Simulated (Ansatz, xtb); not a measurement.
Molecule: sum formula AlOCl, net charge 0, singlet state. 
Geometry from a B3LYP-D3(BJ)/def2-TZVP (Ansatz, a first-principles code) optimisation:
SMILES: [O]=[Al][Cl]
```xyz
3

Al     0.0000     0.0000    -0.5886
O      0.0000     0.0000    -2.1853
Cl     0.0000     0.0000     1.4785
```

Harmonic wavenumbers from GFN2-xTB (xtb, at its own minimum), cm⁻¹: 233, 233, 505, 1171.

### Question
Give the harmonic wavenumbers at B3LYP-D3(BJ)/def2-TZVP (Ansatz, finite differences of forces, unscaled).

### Answer
175, 175, 483, 1122 cm⁻¹. Zero-point energy 2.8 kcal/mol.

### Question
From these and the geometry, give the ideal-gas thermochemistry at 298.15 K and 1 atm (rigid rotor, harmonic oscillator).

### Answer
Point group C∞v, rotational symmetry number 1. Rotational constants 3.097, 3.097 GHz. S(trans) 38.99, S(rot) 17.10, S(vib) 5.52, S(elec, spin only) 0.00, S 61.6 cal/(mol K). H(298) - H(0) 2.99 kcal/mol; G - E(el) -12.6 kcal/mol.
